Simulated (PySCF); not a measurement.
## Vibration and rotation of RhS

BHandHLYP constants of RhS, ⁴Σ⁻ (quartet), unpaired electrons σ ↑, π ↑↑ (PySCF, scalar-relativistic core potentials, basis sets Rh def2-TZVPP with ECP28, S def2-TZVPP; masses 102.9055 and 31.9721 u):

| Property | Result |
| --- | --- |
| ωe | 498.1 cm⁻¹ |
| ωexe | 1.76 cm⁻¹ |
| Be | 0.16304 cm⁻¹ |
| αe | 0.000705 cm⁻¹ |
| De to Rh (4d8 5s1) + S | 2.51 eV |

(1) What force constant and bond length do these constants imply?

(2) Estimate the centrifugal constant D from the Kratzer relation and find the Dunham coefficient a1.

The metal atom is held in its measured ground configuration; semilocal functionals can put another filling of s and d lower by some tenths of an eV, and De to that atom would be smaller. These are scalar-relativistic numbers at best; spin–orbit coupling would shift them, the dissociation energy most. The state is the lowest single determinant that the PBE0 search found; with open d or f shells the true ground state can be another one.

Results:

(1) Reduced mass μred = 24.393 u; k = 5.8918×10⁻⁷·μred·ωe² (u, cm⁻¹, mdyn/Å) = 3.57 mdyn/Å; Re = √(16.8576/(μred·Be)) (u, cm⁻¹, Å) = 2.059 Å.

(2) D = 4Be³/ωe² = 6.99e-08 cm⁻¹; a1 = −1 − αeωe/(6Be²) = -3.20.
